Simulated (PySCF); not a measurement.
ClO2W (SMILES [O]=[W+](=[O])[Cl]), charge +1, singlet, geometry from GFN2-xTB (such geometries of metal compounds can be far from the true shape) (the multiplicity is a formal guess) (core potentials on W).

The PySCF input:
```python
from pyscf import gto, scf, dft

mol = gto.Mole()
mol.atom = '''
    W     0.183414    0.007959    0.241910
    O     1.447901   -0.798475   -0.572036
    O    -0.795406   -1.065095    1.137588
    Cl   -1.105446    0.842328   -1.319163
'''
mol.basis = 'def2-svpd'
mol.ecp = {'W': 'def2-svpd'}
mol.charge = 1
mol.spin = 0
mol.verbose = 3
mol.build()

mf = dft.RKS(mol)
mf.xc = 'wb97x'
mf = mf.density_fit(auxbasis='def2-universal-jkfit')
mf.kernel()
```

Problem. Estimate the HOMO-LUMO gap that DF-WB97X/def2-SVPD run with PySCF returns for this input.

Solution. 9.03 eV

Problem. What nuclear repulsion energy does DF-WB97X/def2-SVPD give?

Solution. 184.9889 Eh
